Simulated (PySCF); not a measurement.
PySCF 2.14 output of a UHF calculation on a single atom or ion in aug-cc-pwCVDZ-PP with ECP28MDF (6s6p5d3f, 70 functions), with a scalar-relativistic core potential:

```
SCF conv_tol = 1e-09
number electrons alpha = 11  beta = 5
cycle= 1 E= -93.7542199930514  delta_E= -0.00641  |g|= 0.0268  |ddm|= 0.0605
cycle= 2 E= -93.7546992426152  delta_E= -0.000479  |g|= 0.00769  |ddm|= 0.0224
cycle= 3 E= -93.754768146371  delta_E= -6.89e-05  |g|= 0.00141  |ddm|= 0.015
cycle= 4 E= -93.7547713078119  delta_E= -3.16e-06  |g|= 0.000452  |ddm|= 0.00481
cycle= 5 E= -93.7547714972962  delta_E= -1.89e-07  |g|= 7.9e-05  |ddm|= 0.00154
cycle= 6 E= -93.7547715148657  delta_E= -1.76e-08  |g|= 1.67e-05  |ddm|= 0.000492
cycle= 7 E= -93.7547715159092  delta_E= -1.04e-09  |g|= 3.1e-06  |ddm|= 0.000115
cycle= 8 E= -93.7547715159361  delta_E= -2.69e-11  |g|= 3.83e-07  |ddm|= 2.17e-05
converged SCF energy = -93.7547715159361  <S^2> = 12.0026  2S+1 = 7.0007427
```

The run itself started from symmetry-adapted Hartree-Fock orbitals and held the occupation by maximum overlap, so the iterations belong to that start.

Q: Which element, charge and spin multiplicity is this?

A: Ru (ruthenium, neutral), multiplicity 7; the state was [Kr] 4d6 5s1 5p1, one real determinant (an excited configuration).

⟨L²⟩ = 8.07 against 12 for a pure F term, so this real determinant mixes terms. Energies and moments cover only the electrons outside the core potential.
